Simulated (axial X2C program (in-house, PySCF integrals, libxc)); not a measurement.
**TaSe⁺: properties at the nuclei**

Computed with an axial X2C code built on PySCF integrals: two-component X2C with atomic mean-field Coulomb and Gaunt terms, Gaussian nuclei, basis Ta dyall-cv3z, Se dyall-cv3z with contracted cores.

R = 2.214 Å (near the PBE0 minimum at charge 1 of the determinant lowest at the starting distance; the state shown can have its own minimum elsewhere).

Determinant lowest in the PBE0 search, Ω = 1 (⟨Sz⟩ = -0.99, ⟨Lz⟩ = 1.99 at PBE0), spin on the atoms Ta -1.20, Se 0.22:

| level | Eeff magnitude (GV/cm) | Ws magnitude Ta (kHz) | A∥/gI Ta (MHz) | qzz Ta (a.u.) | A∥/gI Se (MHz) | qzz Se (a.u.) |
| --- | --- | --- | --- | --- | --- | --- |
| PBE0 | 13.8 | 11.7 | -4370 | -2.58 | -133 | -1.86 |
| HF | 8.49 | 5.5 | -4000 | -3.56 | -283 | -3.42 |
| BP86 | 16.3 | 14.2 | -4440 | -2.69 | -102 | -1.70 |
| LDA | 16.7 | 14.6 | -4520 | -2.72 | -89.9 | -1.72 |
| BHandHLYP | 11.9 | 9.56 | -4310 | -2.45 | -132 | -1.82 |

Eeff is the effective electric field on the electron electric dipole moment in this Ω state and Ws the scalar–pseudoscalar constant of the nucleus named (defined with the proton number Z and per Ω); A∥ (defined per Ω) follows by multiplying with gI = μI/(I μN); qzz is the electric field gradient, eQq0 = 234.96 MHz × Q/barn × qzz. The operators were transformed with the bare-nucleus X2C matrices; with these basis sets, hyperfine constants and field gradients can be off by tens of per cent, and where levels differ in sign neither size nor sign is settled.

Question: With gI(181Ta) = 0.6773, Q(181Ta) = 3.17 barn (g factors from the IAEA table of nuclear moments by Stone; Q from Pyykkö, Mol. Phys. 2018), turn the PBE0 values of the first state into constants in MHz.

Answer: A∥(181Ta) = -4370 × 0.6773 = -2960 MHz; eQq0(181Ta) = 234.96 × (3.17) × (-2.58) = -1920 MHz.

Each state is one determinant with collinear spin, which with several unpaired electrons need not be a pure state. Unrestricted Hartree–Fock can overshoot spin polarisation at the nuclei. With several open shells hyperfine constants can be off by a factor of several. Open-shell Ω = 0 determinants with evenly filled partner blocks cannot be reached by this program, so the Ω shown need not be the lowest component. The search compared states at one distance, so a state with another bond length can lie lower. Further determinants of the search, some of them spin-mixed, are not shown. Where a field gradient or hyperfine factor spreads by more than a factor of two over the levels, a constant derived from it is not to be relied on.
